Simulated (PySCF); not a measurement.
**What settings do to a single point of [GdF4]−**

The sound run of [GdF4]− (singlet in the valence; each metal's 4f electrons, 7 of them, lie in its core potential, out of spins and levels) uses PySCF 2.14.0, RKS TPSS, Gd lcecp-1-SVP with ECP53, F def2-SVP; non-relativistic Hamiltonian with scalar-relativistic core potentials where named; density fitting; no spin-orbit coupling, grid (50, 194), threshold 1e-8 Eh and 55 cycles, at the relaxed geometry:

```xyz
5

Gd    0.0000    0.0000    0.0000
F     1.2158    1.2158    1.2158
F    -1.2158   -1.2158    1.2158
F     1.2158   -1.2158   -1.2158
F    -1.2158    1.2158   -1.2158
```

There Gd1 has a Mulliken charge of 0.91 e and the dipole about the centre of mass is 0.00 D. Each run below changes one thing and starts from free metal ions and neutral atoms unless it says otherwise; with 55 cycles, smearing, a level shift and second-order steps follow where DIIS fails, and their cycles count. Energy shifts count from the sound run. On f atoms grids over 110 angular points are at least (60, 302).

```
                change    outcome  cycles  energy shift (eV)  largest force component (eV/Å)  charge on Gd1 (e)  dipole about the centre of mass (D)
all coordinates × 0.94  converged       8               0.72                            1.79               0.80                                 0.00
```

Problem. One further run converged with energy shift (eV) -6.17, largest force component (eV/Å) 4.93, charge on Gd1 (e) 0.87, dipole about the centre of mass (D) 0.00. Which change was it?
A. start from the bare core Hamiltonian, limit 77 cycles
B. grid (15, 26)
C. threshold 1e-05

Solution. B.

Problem. And the other changes listed?

Solution. 
```csv
change,outcome,cycles,energy shift (eV),largest force component (eV/Å),charge on Gd1 (e),dipole about the centre of mass (D)
threshold 1e-05,converged,6,0.0000,0.00,0.91,0.00
"start from the bare core Hamiltonian, limit 77 cycles",converged,11,0.0000,0.00,0.91,0.00
```

Unsound on purpose, so not properties of the compound: grid (15, 26).

Forces carry noise of the integration grid, about 0.01 to 0.03 eV/Å.

No frequency check is given that shows the relaxed geometry to be a minimum. An lcecp potential fixes the number of 4f electrons, so in runs with it no electron can move into or out of that shell.
